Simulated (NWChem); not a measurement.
System: AlHICl; SMILES [I][AlH][Cl]

All runs: NWChem. Structure relaxed at the PBE0/def2-SVP level. def2 effective core potentials on I; no spin-orbit coupling. Vertical excitations in the gas phase; the lowest state need not have the same character in each row.

| level | lowest excitation, singlet (eV) | oscillator strength of that lowest state | lowest state with f > 0.02, singlet (eV) | orbital gap (eV) |
|---|---|---|---|---|
| PBE/def2-SVPD, TDA | [?] | 0.000 | [?] | [?] |
| B3LYP/def2-SVPD, TDA | 4.80 | 0.000 | 5.36 | 5.81 |
| Hartree-Fock/def2-SVPD, CIS | 6.28 | 0.000 | 6.78 | 11.53 |

Question: What belongs in the gaps?

Answer: 
- PBE/def2-SVPD, TDA, lowest excitation, singlet (eV): 4.43
- PBE/def2-SVPD, TDA, lowest state with f > 0.02, singlet (eV): 5.01
- PBE/def2-SVPD, TDA, orbital gap (eV): 4.39
